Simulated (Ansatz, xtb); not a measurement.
Pulling on the C1–Si2 bond in CH4Si (SMILES C=[SiH2]) (multiplicity 1 held, fragments rigid). Energies count from the point at 1.701 Å.
Geometry at that point (charge 0, multiplicity 1):
```xyz
6

C     -1.15068    -0.05473    -0.00632
Si     0.54827     0.02608     0.00301
H     -1.77057     0.83033    -0.06778
H     -1.68441    -0.99466     0.04879
H      1.40004    -1.17277     0.08636
H      1.28328     1.30039    -0.07161
```

R- and RO- levels are restricted; in cc, def2 and unpolarised 6-31G sets they are followed outwards from rest. Unrestricted levels (U-) break spin symmetry where that is lower. Left out are points that failed, MP2 points that dive below the minimum, coupled-cluster points behind a jump of the amplitudes or a sharp parting from full CI or MRCI, small-basis points behind a change of solution, and semi-empirical points at long bonds. Curves can end on different states.

Cores are frozen in the correlated methods.

Programs: Ansatz (a quantum-chemistry and plane-wave program); xtb for the GFN methods. Values without a source in brackets are computed. The GFN methods have no spin term and hold the electronic entropy of 300 K.

Energies in kcal/mol.

```json
[
 {"R (Å)": "1.361", "GFN2-xTB": "202.1", "R-HF/cc-pV(D+d)Z": "84.7", "U-SCS-MP2/cc-pV(D+d)Z": "81.9", "R-CCSD(T)/cc-pV(D+d)Z": "91.3"},
 {"R (Å)": "1.531", "GFN2-xTB": "39.3", "R-HF/cc-pV(D+d)Z": "15.1", "U-SCS-MP2/cc-pV(D+d)Z": "10.5", "R-CCSD(T)/cc-pV(D+d)Z": "19.1"},
 {"R (Å)": "1.701", "GFN2-xTB": "0.0", "R-HF/cc-pV(D+d)Z": "0.0", "U-SCS-MP2/cc-pV(D+d)Z": "0.0", "R-CCSD(T)/cc-pV(D+d)Z": "0.0"},
 {"R (Å)": "1.871", "GFN2-xTB": "4.8", "R-HF/cc-pV(D+d)Z": "11.4", "U-SCS-MP2/cc-pV(D+d)Z": "12.3", "R-CCSD(T)/cc-pV(D+d)Z": "6.0"},
 {"R (Å)": "2.041", "GFN2-xTB": "24.1", "R-HF/cc-pV(D+d)Z": "34.9", "U-SCS-MP2/cc-pV(D+d)Z": "29.8", "R-CCSD(T)/cc-pV(D+d)Z": "22.6"},
 {"R (Å)": "2.296", "GFN2-xTB": "58.7", "R-HF/cc-pV(D+d)Z": "77.4", "U-SCS-MP2/cc-pV(D+d)Z": "59.6", "R-CCSD(T)/cc-pV(D+d)Z": "52.4"},
 {"R (Å)": "2.551", "GFN2-xTB": "90.8", "R-HF/cc-pV(D+d)Z": "119.5", "U-SCS-MP2/cc-pV(D+d)Z": "88.9", "R-CCSD(T)/cc-pV(D+d)Z": "79.1"},
 {"R (Å)": "2.977", "GFN2-xTB": "121.0", "R-HF/cc-pV(D+d)Z": "179.7", "U-SCS-MP2/cc-pV(D+d)Z": "113.2", "R-CCSD(T)/cc-pV(D+d)Z": "106.5"},
 {"R (Å)": "3.402", "GFN2-xTB": "122.8", "R-HF/cc-pV(D+d)Z": "225.6", "U-SCS-MP2/cc-pV(D+d)Z": "120.2", "R-CCSD(T)/cc-pV(D+d)Z": "108.2"},
 {"R (Å)": "3.912", "GFN2-xTB": "123.9", "R-HF/cc-pV(D+d)Z": "265.3", "U-SCS-MP2/cc-pV(D+d)Z": "122.5", "R-CCSD(T)/cc-pV(D+d)Z": "91.7"},
 {"R (Å)": "4.592", "GFN2-xTB": "left out", "R-HF/cc-pV(D+d)Z": "299.9", "U-SCS-MP2/cc-pV(D+d)Z": "123.2", "R-CCSD(T)/cc-pV(D+d)Z": "71.2"},
 {"R (Å)": "5.443", "GFN2-xTB": "124.7", "R-HF/cc-pV(D+d)Z": "324.6", "U-SCS-MP2/cc-pV(D+d)Z": "123.3", "R-CCSD(T)/cc-pV(D+d)Z": "58.4"}
]
```

Doubts at one or more of the structures used: a restricted determinant that unrestricted orbitals would lower (R-HF/cc-pV(D+d)Z, R-CCSD(T)/cc-pV(D+d)Z); a spin-contaminated determinant (U-SCS-MP2/cc-pV(D+d)Z); other coupled-cluster roots lie near (R-CCSD(T)/cc-pV(D+d)Z).
